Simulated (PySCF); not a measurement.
SMILES C[CH](C)[Be][NH2], singlet (CAM-B3LYP/def2-SVP optimised geometry):

```
14

Be     0.660    -0.043     0.000
C     -1.029    -0.051     0.023
C     -1.652    -1.009    -1.004
C     -1.652     1.349    -0.088
H     -1.292    -0.441     1.028
H     -2.752    -1.053    -0.907
H     -1.439    -0.690    -2.038
H     -1.274    -2.038    -0.900
H     -1.273     2.038     0.684
H     -2.752     1.317     0.012
H     -1.438     1.813    -1.066
N      2.160    -0.043     0.000
H      2.750     0.230    -0.780
H      2.752    -0.315     0.779
```

Computed with CAM-B3LYP/def2-TZVP in PySCF.

What are the frontier orbital energies and the dipole moment?

HOMO-2 -10.46 eV, HOMO-1 -8.68 eV, HOMO -8.56 eV, LUMO 0.50 eV, LUMO+1 1.37 eV; dipole moment 1.32 D.

Meta-Löwdin charges at CAM-B3LYP/def2-TZVP: Be1 1.25, C2 -0.61, C3 -0.32, C4 -0.32, H5 0.09, H6 0.09, H7 0.09, H8 0.10, H9 0.10, H10 0.09, H11 0.09, N12 -1.12, H13 0.23, H14 0.23.
